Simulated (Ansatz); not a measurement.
Reaction (redistribution): `O[SiH2]/C=C\[SiH](O)O` + `C=[CH][GeH3]` → `C=C[SiH2]O` + `O[SiH](O)/C=[CH]\[GeH3]`

Isolated molecules relaxed with PBE0-D4/def2-TZVP in Ansatz; ΔE leaves out vibrations. CCSD(T)/CBS adds triple-zeta CCSD(T) − MP2 to the extrapolated MP2 energy (def2 sets, frozen cores). Double bonds are as drawn, so ΔE can hold a change between cis and trans. DFT in def2-TZVPP. B3LYP here is the variant with VWN-RPA as its local correlation; programs differ in this. For Ge outer-core shells are correlated without core-valence functions, which leaves a few kJ/mol of doubt a bond. Scalar relativity is left out up to krypton. Each species was taken in one conformer, which may not be the lowest.

(1) Is it downhill or uphill in electronic energy at CCSD(T)/CBS, and by how much? (Best estimate.)

(2) What do these levels give: PBE-D4, PBE0-D4, B3LYP-D4, ωB97M-V, B2PLYP, r2SCAN, HF/def2-TZVPP, MP2/def2-TZVPP, HF/def2-QZVPP, MP2/def2-QZVPP, HF/CBS(def2), MP2/CBS(def2)? (Best estimate.)

Largest T1 diagnostic among the species: 0.012.

Results:

(1) The calculation gave: Uphill: ΔE = +6.1 kJ/mol.

(2) Computed: PBE-D4 9.7, PBE0-D4 8.4, B3LYP-D4 8.5, ωB97M-V 6.1, B2PLYP 6.3, r2SCAN 8.0, HF/def2-TZVPP 0.2, MP2/def2-TZVPP 5.5, HF/def2-QZVPP 0.4, MP2/def2-QZVPP 5.7, HF/CBS(def2) 0.5, MP2/CBS(def2) 5.8 kJ/mol.

In def2-TZVPP, CCSD(T) changes the Hartree–Fock value by +5.5 kJ/mol (the triples alone add +1.1 kJ/mol) and MP2 by +5.2 kJ/mol.
